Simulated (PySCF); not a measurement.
Species: C₂H₄N₂Si.
SMILES with atom numbers: `[CH2:1]=[N:2][SiH2:3][C:4]#[N:5]` (hydrogens: H6, H7 on C1; H8, H9 on Si3)

Torsions of this conformer, `[CH2:1]=[N:2][SiH2:3][C:4]#[N:5]`: C1–N2–Si3–C4 118°.

The closed-shell ground state was solved at several levels (PySCF, density fitting, gas phase, non-relativistic). The structure is a single PBE0-D3(BJ)/def2-SVP conformer in the gas phase; no vibrational or solvent corrections.

```json
{"level": "PBE0/pcSseg-1", "basis functions": "112", "HOMO (eV)": "-7.82", "LUMO (eV)": "-1.63", "gap (eV)": "6.19", "dipole (D)": "4.64"}
{"level": "CAM-B3LYP/def2-SVPD", "basis functions": "136", "HOMO (eV)": "-9.26", "LUMO (eV)": "-0.49", "gap (eV)": "8.77", "dipole (D)": "4.70"}
```

What might mPW1PW91/pcSseg-2 (243 basis functions) give for the same quantities?

HOMO -7.89 eV, LUMO -1.73 eV, gap 6.16 eV, dipole 4.62 D.

Over all these levels, which gives the widest orbital gap and which the narrowest?

CAM-B3LYP/def2-SVPD (range-separated hybrid) has the widest, 8.77 eV, and mPW1PW91/pcSseg-2 (global hybrid, 25 % exact exchange) the narrowest, 6.16 eV. Functional and basis both differ between the two, so the spread mixes both effects.

How far do the dipole and the HOMO energy spread over the levels?

The dipole runs from 4.62 to 4.70 D (mean 4.66 D) and the HOMO from -9.26 to -7.82 eV.
